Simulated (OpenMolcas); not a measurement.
**Eu2+ in KF: curves along the breathing mode**

Eu2+ with its 6 nearest fluoride ions, on the K site of KF (a = 5.348 Å, distance in the model lattice 2.674 Å). The rest of the host is ab initio model potentials to 7.6 Å, with orthogonalisation functions on the cations behind the ligands, and point charges beyond; the distance is set by hand and nothing relaxes, and no local charge compensation is placed. Ligand basis ANO-RCC-VDZP.

| Item | Value |
| --- | --- |
| Program | OpenMolcas 26.06 |
| Method | CASSCF |
| Basis | ANO-RCC-VDZP [7s6p4d2f1g] |
| Scalar Hamiltonian | DKH2, point nucleus |
| Active space | 7 electrons in 7 orbitals (4f) |
| State averaging | 2S+1 = 8 odd, 1 root; 2S+1 = 6 odd, 21 roots kept (CI in the orbitals of an earlier block) |
| Spin-orbit coupling | RASSI with atomic mean-field integrals over the reference wave functions |

Spin-free energies (labels of O, the rotations of Oh) in cm-1 above the lowest fitted minimum, as all ligands move together:

```tsv
R (Å)	8A1	6T1	6A1	6T1(2)	6T2	6A2	6T2(2)
2.38	20	37030	39540	39570	39570	39660	39690
2.436	430	37470	39990	40010	40020	40100	40130
2.548	4640	41730	44260	44280	44290	44350	44370
2.604	8090	45190	47730	47750	47760	47810	47830
2.66	12300	49410	51960	51970	51980	52030	52050
2.716	17190	54320	56870	56880	56890	56930	56950
```

Cubic fits give the following; the wavenumber is harmonic, with the mass of all moving ligands, small differences in it between states hang on the degree of the fit, a number in brackets counts states of one label, and the table is a selection of at most 14 states with clean curves.

```csv
State,R0 (Å),Breathing mode (cm-1),Minimum (cm-1)
8A1,2.387,342,0
6T1,2.386,342,37010
6A1,2.386,342,39520
6T1(2),2.386,342,39550
6T2,2.386,342,39560
6A2,2.386,342,39650
6T2(2),2.386,342,39680
6E,2.386,342,39690
6T2(3),2.386,342,44400
6E(2),2.386,342,44500
```

For an f ion spin-orbit coupling outweighs the ligand field, so these spin-free curves are not those of observable levels.

No quartet enters the spin-orbit mixing, so the splitting and order within the octet and the sextets are unsound, and g values and χT are rough. No measured value stands beside these numbers.
